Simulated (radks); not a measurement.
Species: Ca II. Configuration: [Ar] 3d0.5 4p0.5 (fractional occupations, a model configuration).

Calculated with a radial shooting solver on a logarithmic mesh with Libxc functionals: scalar-relativistic Kohn-Sham, BLYP, spin-polarised, spherical densities, finite nucleus; open shells are filled with parallel spins first; Fermi nuclear charge, rms radius 3.4776 fm.

Energy parts (eV):
| part | energy |
|---|---|
| total | -18510.878 |
| kinetic | 18637.835 |
| electron-nucleus | -43858.240 |
| Hartree | 7692.981 |
| exchange-correlation | -983.454 |

Orbitals (lengths in bohr, moments of r in powers of bohr; <r^-3> diverges for s and p1/2):
orbital  occ.  eigenvalue (eV)  <r^-3>
1s up       1        -3956.749       -
1s down     1        -3956.742       -
2s up       1        -419.4756       -
2s down     1        -419.3990       -
2p up       3        -340.0817   187.3
2p down     3        -340.0161   187.3
3s up       1         -52.3495       -
3s down     1         -51.9965       -
3p up       3         -33.4058   19.47
3p down     3         -33.0482   19.49
3d up     0.5          -7.4802  0.8937
3d down     0          -7.1062  0.9044
4p up     0.5          -5.8990   1.533

The highest occupied level is 4p up at -5.899 eV. The configuration is held as typed, so some empty levels lie below it. Spin moment in Bohr magnetons: 1. The spin density at the nucleus is -0.09275 e/bohr^3 (1s -0.00815, 2s -0.05869, 3s -0.02591). The density falls to 0.001 e/bohr^3 at r = 3.91 bohr. Summed over all electrons, <r^2> = 30.47 bohr^2, which gives a Langevin (diamagnetic) susceptibility term of -24.1 x 10^-6 cm^3/mol.
